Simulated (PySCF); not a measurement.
A run for PySCF: D3(BJ) and D4 dispersion corrections on GaH3Se2 (SMILES [SeH][GaH][SeH]), a point of a torsion scan.

```python
from pyscf import gto
from pyscf.dispersion import dftd3, dftd4

mol = gto.M(
    atom='''
    Se   -2.47756403   -0.03893168   -0.83149175
    Ga   -0.19540678    0.44324046   -1.01760208
    Se    0.68632772    2.08536498   -2.43107576
    H    -2.33267814   -0.45117584    0.54712847
    H     0.81842146   -0.36369141   -0.10812042
    H     2.04432284    1.79139757   -2.03420514
    ''',
    basis='def2-svp',
    charge=0, spin=0, verbose=0, max_memory=1800)
d3, d4 = {}, {}
for xc in ['hf', 'pbe', 'blyp', 'revpbe', 'tpss', 'r2scan', 'b3lyp', 'pbe0', 'bhlyp', 'camb3lyp', 'b2plyp']:
    d3[xc] = float(dftd3.DFTD3Dispersion(mol, xc=xc, version='d3bj', atm=False).get_dispersion()['energy'])
    print(f'D3(BJ) {xc:10s} {d3[xc]:14.8f} Eh')
for xc in ['hf', 'pbe', 'blyp', 'revpbe', 'tpss', 'r2scan', 'b3lyp', 'pbe0', 'bhlyp', 'camb3lyp', 'b2plyp']:
    d4[xc] = float(dftd4.DFTD4Dispersion(mol, xc={'camb3lyp': 'cam-b3lyp'}.get(xc, xc), atm=True).get_dispersion()['energy'])
    print(f'D4     {xc:10s} {d4[xc]:14.8f} Eh')
```

It printed:

```
D3(BJ) hf            -0.04154555 Eh
D3(BJ) pbe           -0.00502395 Eh
D3(BJ) blyp          -0.01203858 Eh
D3(BJ) revpbe        -0.01120748 Eh
D3(BJ) tpss          -0.00682522 Eh
D3(BJ) r2scan        -0.00144278 Eh
D3(BJ) b3lyp         -0.01022183 Eh
D3(BJ) pbe0          -0.00487300 Eh
D3(BJ) bhlyp         -0.00956897 Eh
D3(BJ) camb3lyp      -0.00534739 Eh
D3(BJ) b2plyp        -0.00568505 Eh
D4     hf            -0.01728713 Eh
D4     pbe           -0.00584793 Eh
D4     blyp          -0.01216257 Eh
D4     revpbe        -0.01306341 Eh
D4     tpss          -0.00777181 Eh
D4     r2scan        -0.00125855 Eh
D4     b3lyp         -0.00967115 Eh
D4     pbe0          -0.00504636 Eh
D4     bhlyp         -0.00963491 Eh
D4     camb3lyp      -0.00535656 Eh
D4     b2plyp        -0.00403208 Eh
```

The run finished.

Cost: about 0.020 core-seconds (a rough figure).
